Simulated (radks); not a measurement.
Neutral terbium inside a hard spherical wall (all orbitals vanish at R), configuration held at [Xe] 4f9 6s2 and not refilled when levels cross. Calculated with a radial shooting solver on a logarithmic mesh with Libxc functionals: scalar-relativistic Kohn-Sham, PBE, spin-unpolarised, spherical densities, finite nucleus; Fermi nuclear charge, rms radius 5.06 fm. Eigenvalues in eV, with the zero of energy where the potential of the charges vanishes at infinity; a dash marks a level that is unbound or too diffuse for the functional's potential to be trusted. A positive occupied level is held by the wall or, in an anion where self-interaction has pushed it up, behind a barrier. The pressure on the wall is -dE/dV.

R (bohr) = free: E (hartree) -11708.0182; kinetic (hartree) 12599.280; e(5s) -47.476; e(5p) -24.833; e(6s) -3.705; e(4f) -3.033; e(5d, empty) -1.302; e(6p, empty) -1.173; pressure (GPa) 0
R (bohr) = 20: E (hartree) -11708.0182; kinetic (hartree) 12599.280; e(5s) -47.476; e(5p) -24.833; e(6s) -3.705; e(4f) -3.033; e(5d, empty) -1.302; e(6p, empty) -1.172; pressure (GPa) < 0.0001
R (bohr) = 12: E (hartree) -11708.0178; kinetic (hartree) 12599.284; e(5s) -47.439; e(5p) -24.796; e(6s) -3.677; e(4f) -2.997; e(5d, empty) -1.262; e(6p, empty) -1.061; pressure (GPa) 0.00643
R (bohr) = 8: E (hartree) -11708.0001; kinetic (hartree) 12599.399; e(5s) -46.777; e(5p) -24.144; e(6s) -3.079; e(4f) -2.348; e(5d, empty) -0.623; e(6p, empty) 0.140; pressure (GPa) 0.609
R (bohr) = 6: E (hartree) -11707.9036; kinetic (hartree) 12599.831; e(5s) -45.141; e(5p) -22.561; e(6s) -0.967; e(4f) -0.718; e(5d, empty) 1.092; e(6p, empty) 3.635; pressure (GPa) 7.01
R (bohr) = 5: E (hartree) -11707.7158; kinetic (hartree) 12600.552; e(5s) -43.336; e(5p) -20.854; e(6s) 2.348; e(4f) 1.153; e(5d, empty) 3.237; e(6p, empty) 8.678; pressure (GPa) 28.6
R (bohr) = 4: E (hartree) -11707.1189; kinetic (hartree) 12602.788; e(5s) -39.691; e(5p) -17.403; e(6s) 11.290; e(4f) 5.194; e(5d, empty) 8.088; e(6p, empty) 21.210; pressure (GPa) 157
R (bohr) = 3.5: E (hartree) -11706.3237; kinetic (hartree) 12605.789; e(5s) -36.129; e(5p) -13.879; e(6s) 21.688; e(4f) 9.390; e(5d, empty) 13.197; e(6p, empty) 34.750; pressure (GPa) 437
R (bohr) = 3: E (hartree) -11704.5232; kinetic (hartree) 12612.468; e(5s) -29.787; e(5p) -7.180; e(6s) 42.302; e(4f) 17.086; e(5d, empty) 22.798; e(6p, empty) 60.005; pressure (GPa) 1410
R (bohr) = 2: E (hartree) -11686.3803; kinetic (hartree) 12672.267; e(5s) 13.935; e(5p) 43.734; e(6s) 193.26; e(4f) 63.410; e(5d, empty) 91.031; e(6p, empty) 228.68; pressure (GPa) 27200
R (bohr) = 1.5: E (hartree) -11636.5281; kinetic (hartree) 12821.473; e(5s) 117.17; e(5p) 163.28; e(6s) 497.21; e(4f) 139.35; e(5d, empty) 234.97; e(6p, empty) 549.99; pressure (GPa) 200000
